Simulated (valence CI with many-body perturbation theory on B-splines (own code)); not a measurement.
## Ag25+: magnetic and hyperfine properties of the levels

Computed by configuration interaction combined with many-body perturbation theory (CI+MBPT): four valence electrons over a frozen Dirac-Fock core [Ar], a basis of 7 s, 7 p, 8 d, 6 f, 4 g, 1 h functions for each j, with the one-electron correlation potential Σ1, the two-electron term Σ2, the three-electron term Σ3, Breit, model QED; selected CI, second order for the rest, scaled by the run's own slope (own B-spline code, finite nucleus).

No measured levels were compared; by estimate terms of the open shell hold to 2 to 4 % of their energy, and close levels can change places. Only levels of the ground parity were solved; by the run's estimate the other parity begins above the list, which can be wrong where configurations are misplaced.

A/g_I is the dipole constant over the nuclear g factor μ/I (μ in nuclear magnetons, uniformly magnetised nucleus), B/Q the quadrupole constant per barn. Both hold the static response of the core; the bare values leave it out. Large factors of s and p1/2 electrons are usually good to 5 to 10 %; those of open d and f shells near neutrality can be off by tens of per cent, and small factors of p3/2, d and f electrons come from cancelling terms and can be off by a factor of two or in sign, in half-filled shells by more. B is blank for J = 1/2, where it vanishes, and for nearly pure S terms. Energies count from the lowest level. Levels with J = 0 are left out.

Names give the largest LS component (configuration and term), which can be under half, so a name can repeat, a term be missing and a line seem to break the LS rules; names also repeat where a configuration has a term twice. Letters in brackets count levels of one name in rising energy.

```
       Level  E (cm⁻¹)      g  A/g_I (MHz)  A/g_I bare  B/Q (MHz/b)  B/Q bare
    3d4 5D_1     27898  1.496         -107         350         4550      4650
    3d4 5D_2     50050  1.465         3290        3700         3680      3760
    3d4 5D_3     66104  1.439         5770        6150        -2140     -2190
    3d4 5D_4     74397  1.356         8240        8550        -9680     -9920
    3d4 3H_4    115690  1.003        10400       10500         2750      2800
    3d4 3G_3    137060  0.909        11300       11200         2050      2090
3d4 3F_2 [a]    141290  0.825        10600       10600         4640      4750
    3d4 3H_5    144110  1.071        10200       10300         9380      9600
3d4 3P_1 [a]    146240  1.366         7850        8170         -546      -569
    3d4 3H_6    155180  1.116        10400       10500         9530      9740
    3d4 3G_4    170070  1.028        11300       11300        -5390     -5500
    3d4 3D_2    175860  1.252         8000        8230         1100      1120
3d4 3F_4 [a]    181620  1.138         8340        8490         1110      1140
3d4 3F_3 [a]    184260  1.171        10100       10300         3100      3170
3d4 3F_3 [b]    199940  1.085         7860        7970          283       290
3d4 3P_2 [a]    210560  1.147        11900       12000         2840      2900
    3d4 3G_5    211940  1.155         8740        8890        -6020     -6160
    3d4 3D_1    221800  0.648        13800       13600         3720      3810
    3d4 1I_6    222160  1.043        10300       10400        13300     13600
3d4 1G_4 [a]    249350  1.090         8640        8750         6560      6720
3d4 3P_2 [b]    256550  1.159         9340        9500         1630      1670
    3d4 1F_3    267300  1.059         9700        9780        10400     10700
3d4 3P_2 [c]    284140  1.253         8200        8440         4860      4980
3d4 3F_4 [b]    302520  1.161         7600        7770         1100      1130
3d4 3F_2 [b]    317460  0.875        12400       12400         9130      9340
3d4 3F_3 [c]    318560  1.066        10700       10800        13800     14100
3d4 3P_1 [b]    323320  1.478         1900        2330        -4950     -5060
3d4 1G_4 [b]    339500  1.049        10800       10900         6920      7080
    3d4 1D_2    413140  0.997        10100       10200       -15200    -15600
```

Question: Take the isotope of mass number 107, with I = 1/2, μ = -0.11352 μN. What is the hyperfine structure of 3d4 3H_5?

Answer: From the table A = -2310 MHz. Shifts from the centre of gravity in MHz: F = 9/2: 6930, F = 11/2: -5780.
